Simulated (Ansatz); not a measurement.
This geometry of ClFH2O2Si (7 atoms, charge 0, multiplicity 1) is a first-order saddle point.

All numbers below come from RKS PBE/6-31G* in Ansatz.

```xyz
7
Properties=species:S:1:pos:R:3
O -0.730 -0.471 1.235
Si 0.126 0.199 -0.004
O 1.252 -0.877 -0.525
F 0.872 1.535 0.492
Cl -1.128 0.747 -1.559
H -1.364 0.125 1.678
H 1.033 -1.326 -1.362
```

(1) Which two structures does it join? (They come from a converged band through this point; their orientation in space is the band's.)

(2) How far does it lie above each of them?

Answers

(1) No bond is made or broken. The dihedral Cl5–Si2–O3–H7 goes from 79 to -88°.

Image 0:

```xyz
7
Properties=species:S:1:pos:R:3
O -0.674 -0.174 1.402
Si 0.074 0.132 -0.029
O 0.779 -1.279 -0.494
F 1.192 1.288 0.099
Cl -1.298 0.835 -1.411
H -1.504 0.320 1.540
H 1.493 -1.191 -1.153
```

Image 8:

```xyz
7
Properties=species:S:1:pos:R:3
O -0.542 -0.408 1.214
Si 0.170 0.293 -0.100
O 1.174 -0.798 -0.810
F 1.075 1.562 0.287
Cl -1.294 1.000 -1.378
H -1.381 0.004 1.497
H 0.860 -1.720 -0.756
```

(2) 1.0 kJ/mol above the first and 1.7 kJ/mol above the second. This is the barrier of this one path; another mechanism may lie lower.

Time of the run: 4.1 min on 1 CPU thread of a shared host.
